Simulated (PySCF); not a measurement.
## Cl(2+): ionisation energy

Cl(2+) [Ne] 3s2 3p3 (4S) → Cl(3+) [Ne] 3s2 3p2 (3P), as a difference of total energies. Computed with PySCF 2.14 in dyall-av2z, with the non-relativistic Hamiltonian (point nucleus). Correlated levels: valence: [Ne] frozen; virtual orbitals above 40 to 60 times the deepest correlated orbital energy dropped. The calculations carry no spin-orbit coupling.

```json
{"method": "UHF", "ionisation energy (eV)": "38.943"}
{"method": "SCS-MP2 (valence)", "ionisation energy (eV)": "39.252"}
{"method": "CCSD (valence)", "ionisation energy (eV)": "39.339"}
{"method": "CCSD(T) (valence)", "ionisation energy (eV)": "39.345"}
```

Problem. Estimate what CCSDT (valence) gives.

Solution. 39.343 eV, closest to CCSD(T) (valence) among the rows shown.

Problem. Estimate what MP2 (valence) gives.

Solution. 39.422 eV, closest to CCSD(T) (valence) among the rows shown.

A first-order spin-orbit estimate (lowest level to lowest level, LS coupling) adds -0.099 eV.

Errors of the correlated levels include the incompleteness of this basis and the frozen core.

For comparison: 39.8 ± 0.11 eV (semi-empirical (NIST evaluation); NIST Atomic Spectra Database, ionization energies).
